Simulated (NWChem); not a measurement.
SiN$_{2}$H$_{4}$F$_{2}$; SMILES [Si](F)(F)(N)N

```xyz
9

N      1.1949     0.7029     0.9733
Si     0.0000     0.0000    -0.0126
N     -1.1949    -0.7029     0.9733
F     -0.7997     0.9824    -1.0053
F      0.7997    -0.9824    -1.0053
H      2.1223     0.8846     0.6124
H      0.9383     1.3459     1.7105
H     -2.1223    -0.8846     0.6124
H     -0.9383    -1.3459     1.7105
```
Atoms are numbered in this order, from 1.

Computed with NWChem. Pople sets run with spherical d functions. Geometry: optimised at B3LYP/6-31G* (spherical d). LC-ωPBE (HJS hole) with 6-31G*; x = 1 − exp(−ω/0.25 bohr⁻¹) is a scale chosen for this fit.

```
row           x  −ε(HOMO) (eV)
--------  -----  -------------
ω = 0.05  0.181           6.86
ω = 0.10  0.330           7.60
ω = 0.20  0.551           8.90
ω = 0.25  0.632           9.44
ω = 0.80  0.959       withheld
```

Task: Fit a straight line of the last column on the one before it, predict the withheld value, and compare with the run.

Result: 
1. Means of the 4 shown rows: x = 0.4235, y = 8.200. Slope Σ(x − x̄)(y − ȳ)/Σ(x − x̄)² = 0.7288/0.1273 = 5.726; intercept 5.775.
2. The shown rows scatter about the line by 0.049 (root mean square); the largest residual is -0.06, at ω = 0.10.
3. At x = 0.959 (ω = 0.80; beyond the shown range) the line gives 11.27.
4. The run gives 12.19, +0.92 from the line, 18.8 times the scatter.
